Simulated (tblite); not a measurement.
**Question.** Write Cartesian coordinates for `N[C@@H]1C[C@H]2CCC[C@@H]1C2` as optimised with GFN2-xTB.

**Answer.** 
```xyz
24
C8H15N angstrom
N     -2.639   -0.115   -0.399
C     -1.217    0.091   -0.650
C     -0.497   -1.275   -0.658
C      0.491   -1.230    0.514
C      1.837   -0.627    0.106
C      1.653    0.709   -0.613
C      0.667    1.615    0.123
C     -0.593    0.851    0.534
C     -0.204   -0.279    1.483
H     -3.055   -0.648   -1.155
H     -3.122    0.776   -0.350
H     -1.043    0.638   -1.593
H      0.001   -1.477   -1.606
H     -1.236   -2.057   -0.487
H      0.654   -2.222    0.943
H      2.378   -1.318   -0.545
H      2.441   -0.481    1.006
H      1.285    0.525   -1.624
H      2.617    1.213   -0.708
H      0.405    2.462   -0.516
H      1.137    2.016    1.025
H     -1.315    1.539    0.980
H      0.442    0.052    2.295
H     -1.099   -0.740    1.900
```

Orientation and origin are arbitrary. Atoms count from 1 in this order. Of the pairs four or more bonds apart, C3···H18 is among the closest relative to their van der Waals radii: 2.71 Å, 93 % of the sum of Bondi's values. The 5-membered ring C2–C3–C4–C9–C8 has internal angles of 100.5° to 105.7°; it is puckered, 0.22 Å rms from its mean plane, widest ring torsion 47°. N1 (primary amine nitrogen) is pyramidal (angles 110.4°, 110.2° and 107.6°, sum 328.3°, 0.38 Å off the plane of its three neighbours). The 6-membered ring C4–C5–C6–C7–C8–C9 has internal angles of 100.5° to 111.7°; it is puckered, 0.27 Å rms from its mean plane, widest ring torsion 72°.

Bonds between heavy atoms (Å): N1–C2 1.458, C2–C3 1.544, C3–C4 1.534, C4–C5 1.531, C5–C6 1.528, C6–C7 1.529, C7–C8 1.530, C8–C9 1.526, C2–C8 1.540, C4–C9 1.526.

Computed geometry: GFN2-xTB, gas phase.

Point group: C1 (no symmetry element, even within 0.4 Å). Its GFN2-xTB frequencies are all real (lowest 123 cm⁻¹). The numbers are those of one conformer (H–N1–C2–C3 -64° and 178°). 2 starts were optimised and ended at 0.00 and 3.94 kcal/mol (GFN2-xTB); the lowest of these is shown.

Time: 0.44 s of wall time. Hardware: Arm Neoverse N1, one thread, shared host. These figures are those of the optimisation.
